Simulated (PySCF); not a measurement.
Al(H)(Me)(OEt) (C3H9AlO), SMILES CC[O][AlH][CH3].

The structure is a stationary point at PBE0-D3(BJ)/def2-SVP. The structure was generated by enumeration; whether it is a known compound was not checked. Other conformers were not sampled.

Computed with PBE0-D3(BJ)/def2-SVP in PySCF.

Frequencies are harmonic and unscaled.

Computed normal modes with their intensities:
| mode | ν (cm⁻¹) | IR (km/mol) | Raman (Å⁴/amu) | depolarisation | moving atoms (share of kinetic energy) |
|---|---|---|---|---|---|
| 1 | 41 | 0.3 | 0.2 | 0.70 | H 63 %, C 19 %, O 12 % |
| 2 | 54 | 0.0 | 0.7 | 0.74 | H 61 %, Al 19 %, C 16 % |
| 3 | 79 | 1.4 | 0.2 | 0.75 | C 37 %, O 34 %, H 29 % |
| 4 | 104 | 2.4 | 0.5 | 0.56 | H 42 %, C 25 %, O 22 %, Al 11 % |
| 5 | 208 | 10.6 | 1.3 | 0.65 | H 31 %, C 27 %, O 23 %, Al 19 % |
| 6 | 281 | 2.0 | 0.1 | 0.28 | H 84 %, C 10 % |
| 7 | 395 | 8.3 | 1.6 | 0.37 | H 50 %, C 26 %, O 13 %, Al 10 % |
| 8 | 440 | 62.8 | 2.4 | 0.51 | H 66 %, O 17 %, C 9 % |
| 9 | 571 | 20.2 | 13.2 | 0.27 | H 61 %, C 33 % |
| 10 | 654 | 109.2 | 8.9 | 0.14 | H 43 %, Al 21 %, C 19 %, O 17 % |
| 11 | 675 | 120.0 | 1.6 | 0.75 | H 73 %, C 16 %, Al 10 % |
| 12 | 710 | 6.6 | 6.7 | 0.71 | H 47 %, C 26 %, Al 18 %, O 9 % |
| 13 | 784 | 225.8 | 4.2 | 0.23 | H 52 %, Al 29 %, C 16 % |
| 14 | 810 | 0.9 | 0.6 | 0.36 | H 91 % |
| 15 | 965 | 35.1 | 4.2 | 0.73 | H 45 %, C 36 %, O 14 % |
| 16 | 1111 | 8.6 | 5.9 | 0.16 | C 55 %, H 43 % |
| 17 | 1176 | 13.2 | 0.7 | 0.54 | H 57 %, C 39 % |
| 18 | 1210 | 16.0 | 2.9 | 0.04 | H 78 %, C 21 % |
| 19 | 1238 | 354.9 | 5.4 | 0.40 | O 48 %, C 36 %, H 14 % |
| 20 | 1315 | 18.9 | 9.2 | 0.75 | H 89 % |
| 21 | 1373 | 3.3 | 1.1 | 0.74 | H 80 %, C 20 % |
| 22 | 1418 | 39.9 | 3.6 | 0.62 | H 74 %, C 25 % |
| 23 | 1421 | 15.1 | 13.2 | 0.71 | H 92 % |
| 24 | 1423 | 4.0 | 7.6 | 0.75 | H 95 % |
| 25 | 1452 | 7.6 | 18.0 | 0.74 | H 97 % |
| 26 | 1470 | 0.9 | 25.9 | 0.73 | H 95 % |
| 27 | 1501 | 5.8 | 7.0 | 0.75 | H 92 % |
| 28 | 1925 | 200.4 | 129.0 | 0.13 | H 96 % |
| 29 | 2997 | 73.2 | 106.0 | 0.11 | H 94 % |
| 30 | 3046 | 1.6 | 142.0 | 0.01 | H 97 % |
| 31 | 3052 | 37.7 | 168.1 | 0.36 | H 91 %, C 9 % |
| 32 | 3054 | 20.4 | 108.2 | 0.05 | H 96 % |
| 33 | 3138 | 3.4 | 97.4 | 0.75 | H 91 %, C 9 % |
| 34 | 3151 | 28.5 | 65.6 | 0.66 | H 90 %, C 10 % |
| 35 | 3159 | 18.4 | 74.9 | 0.74 | H 90 %, C 10 % |
| 36 | 3164 | 2.8 | 87.4 | 0.74 | H 91 %, C 9 % |
